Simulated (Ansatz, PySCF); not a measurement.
Gas-phase reaction in SMILES: CCO [ethanol] -> [CH2]C + [OH] (HO) (the C-O bond at the site shown breaks; other sites are not compared here)
Structures are relaxed separately at B3LYP-D3(BJ)/def2-TZVP in Ansatz (a quantum-chemistry and plane-wave program), one conformer each, not searched for the lowest.

Property: bond dissociation energy (enthalpy at 298 K, with B3LYP-D3(BJ) rigid-rotor harmonic-oscillator terms from PySCF), in kcal/mol. Correlated levels leave the core frozen unless marked. UHF or UKS for open shells. No spin-orbit coupling. No relativistic terms. CBS marks a two-point X^-3 extrapolation of the correlation energy; Hartree-Fock from the larger set. The bracket is a focal-point correction in the basis named.

| level | program | bond dissociation energy (kcal/mol) |
|---|---|---|
| HF/cc-pwCVTZ | Ansatz | 54.3 |
| BLYP-D4/def2-TZVPD | Ansatz + dftd4 | 89.5 |
| r2SCAN/def2-TZVPD | Ansatz | 86.6 |
| B2PLYP-D3(BJ)/def2-TZVPD | Ansatz + dftd3 | 91.0 |

Question: What does RI-MP2/CBS(aug-cc-pVTZ,aug-cc-pVQZ)+[CCSD(T)-MP2]/aug-cc-pVTZ (Ansatz) give?

Answer: 94.4 kcal/mol, so B2PLYP-D3(BJ)/def2-TZVPD differs from it by -3.4 kcal/mol.
